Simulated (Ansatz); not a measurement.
`[NH2][SbH][SH]`, charge 0, multiplicity 1.

Give a relaxed structure at PBE0-D4/def2-TZVP (Ansatz). (Estimate.)

Computed: 
Cartesian coordinates in Å:
```
N -1.0702 0.6100 -0.5115
Sb -0.1361 -1.0193 0.2358
S 1.8500 0.0768 1.0885
H -2.0694 0.4958 -0.6112
H -0.6833 1.0106 -1.3542
H 0.7697 -1.4317 -1.1646
H 1.3393 0.2578 2.3170
```
